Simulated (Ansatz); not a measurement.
`[SiH3]B1C[SiH2]O1`, charge 0, multiplicity 1.

Q: Give a relaxed structure at PBE0-D4/def2-TZVP (Ansatz 0.2.0). (An estimate is asked.)

A: The calculation gave: 
```xyz
12

Si   -2.1383   -0.5314    0.3704
B    -0.2693    0.1248   -0.0534
C     1.1606   -0.5467    0.2504
Si    1.6826    1.0118   -0.6114
O     0.0073    1.3059   -0.6996
H    -2.2670   -0.7512    1.8398
H    -3.2138    0.4002   -0.0639
H    -2.3603   -1.8505   -0.2892
H     1.4038   -0.6574    1.3083
H     1.3416   -1.4987   -0.2511
H     2.2813    0.9209   -1.9671
H     2.3716    2.0724    0.1667
```
Point group Cs.
This is one stationary point; other conformers may exist.
